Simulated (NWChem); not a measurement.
The numbers come from NWChem runs, not from measurements. System: CH5Si, charge 1, spin multiplicity 1, at the geometry of a parent with another charge or spin, in a state set for the comparison that need not be this species' ground state. Level: MP2/def2-TZVPD, 6 core orbitals frozen.

Part of the output:

```
             Northwest Computational Chemistry Package (NWChem) 7.3.0
             --------------------------------------------------------

                                NWChem Input Module
                                -------------------

 Scaling coordinates for geometry "geometry" by  1.889725989
 (inverse scale =  0.529177249)

 Turning off AUTOSYM since
 SYMMETRY directive was detected!

                             Geometry "geometry" -> ""
                             -------------------------

 Output coordinates in angstroms (scale by  1.889725989 to convert to a.u.)

  No.       Tag          Charge          X              Y              Z
 ---- ---------------- ---------- -------------- -------------- --------------
    1 C                    6.0000    -0.15401300     1.19998400     0.00000000
    2 Si                  14.0000     0.16993400    -0.66501900     0.00000000
    3 H                    1.0000     0.28370600     1.67553200     0.89174600
    4 H                    1.0000     0.28370600     1.67553200    -0.89174600
    5 H                    1.0000    -1.23876300     1.40655200     0.00000000
    6 H                    1.0000    -0.39182000    -1.32363000     1.22140200
    7 H                    1.0000    -0.39182000    -1.32363000    -1.22140200

 Effective nuclear repulsion energy (a.u.)      55.2177346705

            Nuclear Dipole moment (a.u.)
            ----------------------------
        X                 Y               Z
 ---------------- ---------------- ----------------
     0.0000132281    -0.0000113384     0.0000000000

      Symmetry information
      --------------------

 Group name             Cs
 Group number              2
 Group order               2
 No. of unique centers     5

      Symmetry unique atoms

     1    2    3    5    6


 Summary of "ao basis" -> "" (spherical)
 ------------------------------------------------------------------------------
       Tag                 Description            Shells   Functions and Types
 ---------------- ------------------------------  ------  ---------------------
 *                         def2-tzvpd                 on all atoms

 Summary of "ao basis" -> "ao basis" (spherical)
 ------------------------------------------------------------------------------
       Tag                 Description            Shells   Functions and Types
 ---------------- ------------------------------  ------  ---------------------
[...]
    2 Si  14    13.36   2.00  0.59  1.39  0.92  0.55 -0.01  4.11  1.73  0.49  1.16  0.17  0.10  0.15 -0.00  0.02
    3 H    1     0.75   0.25  0.46  0.01  0.02  0.01
    4 H    1     0.75   0.25  0.46  0.01  0.02  0.01
    5 H    1     0.76   0.25  0.45  0.03  0.02  0.02
    6 H    1     0.88   0.22  0.51  0.14  0.01 -0.01
    7 H    1     0.88   0.22  0.51  0.14  0.01 -0.01

       Multipole analysis of the density wrt the origin
       ------------------------------------------------

     L   x y z        total         open         nuclear
     -   - - -        -----         ----         -------
     0   0 0 0      1.000000      0.000000     25.000000

     1   1 0 0      0.555363      0.000000      0.000013
     1   0 1 0     -0.585710      0.000000     -0.000011
     1   0 0 1      0.000000      0.000000      0.000000

     2   2 0 0    -10.783014      0.000000      9.103228
     2   1 1 0     -1.570201      0.000000     -8.732780
     2   1 0 1      0.000000      0.000000      0.000000
     2   0 2 0     -9.928602      0.000000     92.592233
     2   0 1 1     -0.000000      0.000000      0.000000
     2   0 0 2    -13.156032      0.000000     16.334289

                   NWChem MP2 Semi-direct Energy/Gradient Module
                   ---------------------------------------------

  Basis functions       =    125
  Molecular orbitals    =    125
  Frozen core           =      6
  Frozen virtuals       =      0
  Active alpha occupied =      6
  Active beta occupied  =      6
  Active alpha virtual  =    113
  Active beta virtual   =    113
  Use MO symmetry       = T
  Use skeleton AO sym   = T

  AO/Fock/Back tols     =   1.0D-09  1.0D-09  1.0D-09

 GA uses MA = F    GA memory limited = T

 Available:
  local mem=  1.26D+08
 global mem=  1.44D+08
 local disk=  0.00D+00
  mp2_memr nvloc                   113
  nvloc new                   113
   1 passes of   6:        5242880                      65761                  18145654.
   1 passes of   6: M    126149054           G      144147950           F     120906174.

 Semi-direct pass number   1 of   1  for RHF alpha+beta  at        4.1s
  vrange nnbf                  7860
  mp2_eaftype                    69  avail_ma_in_mb                  1099
 EAF : mp2_eaftype filesize          69    9072827.
  mp2_eaf for mointskh                     69
Node 0 wrote     42.6 Mb in      0.0 s     Agg I/O rate:  3507.5 Mb/s
 Done moints_semi at        8.8s
  mp2_eaftype                    69  avail_ma_in_mb                  1030
 EAF : mp2_eaftype filesize          69    9072827.
  mp2_eaf for kh                    69
 Done maket at        8.9s
 Done multipass loop at        8.9s

          -------------------------------------------
          SCF energy                -329.408207922570
          Correlation energy          -0.269162699161
          Singlet pairs               -0.196994589855
          Triplet pairs               -0.072168109306
          Total MP2 energy          -329.677370621730
          -------------------------------------------

          ---------------------------------------------------
                    Spin Component Scaled (SCS) MP2
          Same spin pairs                     -0.048112072870
          Same spin scaling factor             0.333333333333
          Opposite spin pairs                 -0.221050626290
          Opposite spin scaling fact.          1.200000000000
          SCS-MP2 correlation energy          -0.281298109172
          Total SCS-MP2 energy              -329.689506031741
          ---------------------------------------------------

 -----------------------
 Performance information
 -----------------------

 Timer overhead =  1.45D-07 seconds/call

               Nr. of calls         CPU time (s)                 Wall time (s)                GFlops
             ---------------    -------------------     ------------------------------   -------------------
Name         Min   Avg   Max    Min     Avg     Max     Min     Avg     Max   Mx/calls   Min     Max     Sum
mp2: moin     1     1     1    4.7     4.7     4.7      4.7     4.7     4.7     4.7      0.0     0.0     0.0
mp2: make     1     1     1   0.13    0.13    0.13     0.13    0.13    0.13    0.13      0.0     0.0     0.0
mp2: tota     1     1     1    4.8     4.8     4.8      4.8     4.8     4.8     4.8      0.0     0.0     0.0

 The average no. of pstat calls per process was 3.00D+00
 with a timing overhead of 4.35D-07s

 Task  times  cpu:        8.9s     wall:        8.9s

 Total times  cpu:        8.9s     wall:        8.9s
```

**Question.** Write an NWChem input that would produce this output.

**Answer.** Several could match; the one computed here: 
```
start mol
memory heap 200 mb stack 900 mb global 1100 mb
charge 1
geometry units angstroms nocenter noautoz
  C     -0.154013     1.199984     0.000000
  Si     0.169934    -0.665019     0.000000
  H      0.283706     1.675532     0.891746
  H      0.283706     1.675532    -0.891746
  H     -1.238763     1.406552     0.000000
  H     -0.391820    -1.323630     1.221402
  H     -0.391820    -1.323630    -1.221402
  symmetry group Cs
end
basis spherical
  * library def2-tzvpd
end
scf
  rhf
  nopen 0
  maxiter 100
  thresh 1e-7
  semidirect memsize 60000000 filesize 0
end
mp2
  freeze core 6
end
task mp2 energy
```
